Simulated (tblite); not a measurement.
Compound: C₇H₁₁O (doublet state).
SMILES with atom numbers: `[CH3:1][C@@H:2]1[CH:3][CH2:4][C:5](=[O:6])[CH2:7][CH2:8]1` (hydrogens: H9, H10, H11 on C1; H12 on C2; H13 on C3; H14, H15 on C4; H16, H17 on C7; H18, H19 on C8)

Structure used (GFN2-xTB), in Å, numbered top down from 1:
```
atom  x, y, z in Å
C1    -2.277   -0.124    0.395
C2    -0.903    0.066   -0.239
C3    -0.109   -1.188   -0.263
C4     1.161   -1.184   -1.001
C5     1.851   -0.331    0.064
O6     2.597   -0.794    0.897
C7     1.370    1.107    0.046
C8    -0.079    1.124    0.534
H9    -2.817    0.820    0.420
H10   -2.179   -0.492    1.413
H11   -2.862   -0.841   -0.176
H12   -1.028    0.434   -1.267
H13   -0.291   -1.949    0.475
H14    1.627   -2.162   -1.085
H15    1.113   -0.676   -1.962
H16    2.002    1.703    0.705
H17    1.431    1.509   -0.967
H18   -0.519    2.115    0.405
H19   -0.099    0.874    1.597
```

Calculated harmonic vibrations of the isolated species, GFN2-xTB (tblite), most abundant isotopes, no scaling. Errors from tens to a few hundred cm⁻¹ against measured bands are possible. One conformer, not necessarily the lowest. Open shells enter through the occupations alone, without spin polarisation, and single modes of such species can be off by tens of per cent.

Harmonic wavenumbers (cm⁻¹): 83.1, 167.9, 187.6, 216.5, 295.3, 373.0, 398.4, 419.9, 497.3, 500.1, 572.1, 643.5, 796.3, 849.7, 858.1, 935.8, 962.3, 976.5, 1021.0, 1055.0, 1080.2, 1098.1, 1110.3, 1135.9, 1170.1, 1177.3, 1189.5, 1211.8, 1264.5, 1273.4, 1289.9, 1309.5, 1369.1, 1413.3, 1444.5, 1465.9, 1480.4, 1498.6, 1500.6, 1729.6, 2883.3, 2961.8, 2970.4, 2982.9, 2986.4, 3007.4, 3034.2, 3035.5, 3037.8, 3044.1, 3118.7.

A = 3761, B = 1626, C = 1363 MHz; mass 111.081 u (most abundant isotopes); point group C1, symmetry number 1; spin multiplicity 2.

Q: Zero-point energy?

A: Half the sum of the wavenumbers: 35542 cm⁻¹ = 101.62 kcal/mol.

Q: Give the ideal-gas entropy at 400 K and 1 bar in the rigid-rotor, harmonic-oscillator model (classical rotation).

A: Translation 41.52, rotation 28.92, vibration 27.64, spin (R ln 2) 1.38: S = 99.5 cal/(mol K).

Q: And Cp and H(400 K) − H(0)?

A: Cp = 43.54 cal/(mol K), of which vibrations give 35.59 (their classical limit is 51 R = 101.3); H(400 K) − H(0) = 9.60 kcal/mol without the zero-point energy, 6.42 from vibrations.

Q: What must be added to the electronic energy to get the Gibbs energy at 400 K and 1 bar?

A: ZPE + [H(400 K) − H(0)] − T·S = 101.62 + 9.60 − 39.78 = 71.44 kcal/mol.

Q: How do the functions run with temperature in this model?

A: 
```csv
T (K),S (cal/(mol K)),Cp (cal/(mol K)),H − H(0) (kcal/mol),G − H(0) (kcal/mol),ln q(vib)
100,64.4,14.4,1.04,-5.40,0.60
200,77.2,23.4,2.93,-12.50,2.09
300,88.5,33.3,5.75,-20.79,3.88
500,110.2,52.6,14.42,-40.67,7.90
800,139.5,71.9,33.35,-78.24,14.30
1000,156.5,80.2,48.60,-107.87,18.48
```

q(vib) and H(0) count from the zero-point level.

Q: Which modes carry the vibrational entropy at 400 K?

A: 83.1 cm⁻¹: 4.39; 167.9 cm⁻¹: 3.02; 187.6 cm⁻¹: 2.81; 216.5 cm⁻¹: 2.53; 295.3 cm⁻¹: 1.96; 373.0 cm⁻¹: 1.55 cal/(mol K); the other 45 give 11.38 together.

Q: Blend soft modes into free rotors: weight 1/[1 + (100 cm⁻¹/ν̃)⁴] for the oscillator and the rest for a rotor with moment μB/(μ + B), μ = h/(8π²ν), B = 10⁻⁴⁴ kg m². What vibrational entropy results?

A: 26.85 cal/(mol K) in place of 27.64, which changes −T·S at 400 K by +0.31 kcal/mol.

Hindered rotation and anharmonicity are outside this model. Other conformers, if any are populated, would add a mixing term that is left out. The structure is chiral; the term R ln 2 for an equal mix with its mirror image is left out.
